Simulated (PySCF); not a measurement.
Question: What does the PBE0-D3(BJ)/def2-SVP structure of SnCl(NHMe)3, `C[NH][Sn]([Cl])([NH]C)[NH]C` look like in three dimensions?

Answer: 
Z-matrix in Å and degrees, rows numbered from 1:
```
Sn
Cl  1  2.3808
N   1  2.0247  2  108.50
C   3  1.4501  1  118.00  2    44.18
H   3  1.0174  1  112.64  2   -88.80
H   4  1.1074  3  115.22  1   -67.54
H   4  1.1023  3  109.78  1    53.26
H   4  1.1031  3  110.23  1   170.18
N   1  2.0131  2  113.34  3  -121.54
C   9  1.4491  1  119.22  2   -72.44
H   9  1.0162  1  114.71  2    65.83
H  10  1.1041  9  110.63  1  -155.52
H  10  1.1010  9  109.29  1   -37.84
H  10  1.1073  9  114.64  1    82.53
N   1  2.0140  2  103.54  3   122.75
C  15  1.4462  1  123.90  2   -18.96
H  15  1.0157  1  113.13  2  -162.87
H  16  1.1075 15  114.38  1   -89.31
H  16  1.1002 15  109.86  1    30.96
H  16  1.1045 15  110.84  1   148.99
```

All 3 C–N bonds measure 1.446 to 1.450 Å. Sn1 (tin bonded to Cl and 3 N) is distorted tetrahedral (angles from 103.5° to 115.1°). Of the pairs four or more bonds apart, Cl2···H19 is among the closest relative to their van der Waals radii: 2.86 Å, 97 % of the sum of Bondi's values. N3 (nitrogen bonded to C, Sn and H) is pyramidal (angles 118.0°, 112.6° and 112.0°, sum 342.7°, 0.34 Å off the plane of its three neighbours).

Computed, not measured: PBE0-D3(BJ)/def2-SVP geometry optimisation, gas phase, def2 core potentials past Kr (PySCF 2.14.0).

Point group: C1 (no symmetry element, even within 0.4 Å). No frequency check. One conformer, not necessarily the lowest (Cl2–Sn1–N3–C4 44°, Cl2–Sn1–N9–C10 -72°, Cl2–Sn1–N15–C16 -19°).
